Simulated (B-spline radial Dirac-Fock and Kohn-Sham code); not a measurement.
# f′ and f″ of Mo, 4.5109 keV to 20.07 keV

Method: the dispersion relation over Dirac-Hartree-Slater subshell photoionisation cross sections, with the Kissel-Pratt high-energy constant (isolated atom, no bound-bound lines or fine structure). Computed with a radial finite-basis atomic code. The forward scattering factor is f₀ + f′ + i f″.

Edges near this range: K 20000.0 eV.

```
hν (eV)   λ (Å)  f′ (e)  f″ (e)  tabulated f′  tabulated f″
 4510.9   2.749  -0.372   7.294         -0.38          7.10
 5414.7   2.290   0.068   5.423          0.06          5.29
   6000   2.066   0.132   4.573          0.12          4.44
   6102   2.032   0.133   4.446          0.13          4.32
   6130   2.023   0.134   4.412          0.13          4.28
 6403.9   1.936   0.128   4.100          0.12          3.98
 6930.3   1.789   0.092   3.588          0.08          3.48
   7998   1.550       ?       ?             ?             ?
 8047.8   1.541  -0.043   2.779         -0.05          2.71
 9251.7   1.340  -0.218   2.184         -0.22          2.14
  12000   1.033  -0.623   1.381         -0.63          1.34
  15000  0.8266  -1.094   0.925         -1.10          0.89
17479.3  0.7093  -1.671   0.701         -1.68          0.67
  19970  0.6209  -5.745   0.549         -4.61          0.61
  20070  0.6178  -4.886   3.640         -4.42          3.63
```

Task: What are f′ and f″ at 7998 eV?

Result: f′ = -0.036 and f″ = 2.809 electrons (tables: -0.05 and 2.74). By the optical theorem f″ corresponds to a photoabsorption cross section 2 rₑ λ f″ = 24500 b.

Tabulated f′: xraylib 4.2 anomalous scattering factors (Cullen et al., EPDL97); f″: Chantler's tables (J. Phys. Chem. Ref. Data 1995 and 2000). Both are theoretical tables.
